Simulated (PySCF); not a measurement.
Species: C9H13N.
Structure used (PBE0-D3(BJ)/def2-SVP), in Å, numbered top down from 1:
```xyz
23
C9H13N angstrom
C     -1.7164   -0.7962    1.1154
C     -0.9900   -0.0363    0.0056
C     -1.4195   -0.6174   -1.3494
C     -1.3887    1.4446    0.0833
C      0.5275   -0.1478    0.1342
C      1.1628   -0.8641    1.1519
C      2.5573   -0.9144    1.1962
N      3.3486   -0.3131    0.3153
C      2.7507    0.3711   -0.6583
C      1.3703    0.4831   -0.7913
H     -1.4822   -1.8715    1.0957
H     -1.4617   -0.4058    2.1124
H     -2.8042   -0.6916    0.9864
H     -0.9618   -0.0758   -2.1902
H     -2.5129   -0.5515   -1.4635
H     -1.1296   -1.6759   -1.4332
H     -2.4817    1.5503   -0.0024
H     -0.9308    2.0342   -0.7244
H     -1.0758    1.8867    1.0415
H      0.5909   -1.3886    1.9176
H      3.0540   -1.4772    1.9957
H      3.4092    0.8647   -1.3828
H      0.9610    1.0646   -1.6203
```

The closed-shell ground state was solved at several levels (PySCF, density fitting, gas phase, non-relativistic).

| level | basis functions | total energy (Eh) | HOMO (eV) | LUMO (eV) | gap (eV) | dipole (D) |
| --- | --- | --- | --- | --- | --- | --- |
| PBE0/pcSseg-1 | 235 | -404.9999 | -7.28 | -0.65 | 6.63 | 2.92 |
| CAM-B3LYP/pcSseg-1 | 235 | -405.2606 | -8.71 | 0.49 | 9.20 | 2.91 |

Q: What might PBE0/def2-SVPD (304 basis functions) give for the same quantities?

A: Total energy -404.7840 Eh, HOMO -7.29 eV, LUMO -0.70 eV, gap 6.59 eV, dipole 2.92 D.

Q: Over all these levels, which gives the widest orbital gap and which the narrowest?

A: CAM-B3LYP/pcSseg-1 (range-separated hybrid) has the widest, 9.20 eV, and PBE0/def2-SVPD (global hybrid, 25 % exact exchange) the narrowest, 6.59 eV. Functional and basis both differ between the two, so the spread mixes both effects.

Q: How far do the dipole and the HOMO energy spread over the levels?

A: The dipole runs from 2.91 to 2.92 D (mean 2.92 D) and the HOMO from -8.71 to -7.28 eV.
